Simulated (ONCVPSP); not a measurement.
Cr ONCV: all-electron and pseudo phase curves

```
Element                 : Cr (Z = 24)
Generator               : ONCVPSP 4.0.1
Type                    : optimised norm-conserving Vanderbilt (ONCV)
Functional              : PBE
Relativity              : scalar-relativistic
Frozen core             : [Ne]
Valence charge          : 14
Reference configuration : 3s2 3p6 3d5 4s1
Partial waves           : 3s+4s: rc 1.75 bohr, ncon 4, nbas 8, qcut 9 1/bohr, 2 projectors; 3p: rc 1.40 bohr, ncon 3, nbas 7, qcut 12.5 1/bohr, 2 projectors, debl 3.8 Ha; 3d: rc 1.55 bohr, ncon 5, nbas 10, qcut 8.6 1/bohr, 1 projector
Local potential         : polynomial inside 1.25 bohr (lpopt 3, dvloc0 3 Ha)
Core correction         : polynomial model core, fcfact 0.25
```

The phase is arctan(r·R′/R) of the radial function R(r), unwrapped; energies in Ha, scanned from -4 to 5 Ha. A pole is an energy at which the radial function vanishes at the test radius. The pseudo phase is shifted by a multiple of π to meet the all-electron one at the reference energy, and phase errors are pseudo minus all-electron; the curves can meet again beyond the range given. Levels narrower than the energy grid can be missing from the lists of poles.

```
channel  radius (bohr)  reference energy (Ha)  poles, all-electron  poles, pseudo  unbroken range about the reference energy with phases within 0.05 rad  phase error 1 Ha above the reference energy (rad)
      s           1.78                  -0.15          -2.56, 4.41    -2.56, 4.34                                                        the whole range                                             -0.001
      p           1.42                  -1.67                -0.82          -0.82                                                        the whole range                                             -0.000
      d           1.58                  -0.11                 0.63           0.67                                                              below 1.5                                             +0.019
```

Phases in the d channel:

```csv
E (Ha),all-electron,pseudo
-3.98,1.281,1.283
-3.50,1.255,1.257
-3.02,1.220,1.223
-2.54,1.173,1.177
-2.06,1.101,1.107
-1.58,0.978,0.987
-1.10,0.713,0.728
-0.62,-0.024,-0.008
-0.14,-1.028,-1.028
0.34,-1.440,-1.435
0.82,-1.636,-1.619
1.30,-1.785,-1.746
1.78,-1.952,-1.869
2.26,-2.221,-2.023
2.74,-2.778,-2.266
3.22,-3.607,-2.711
3.70,-4.101,-3.379
4.18,-4.329,-3.902
4.66,-4.451,-4.181
```
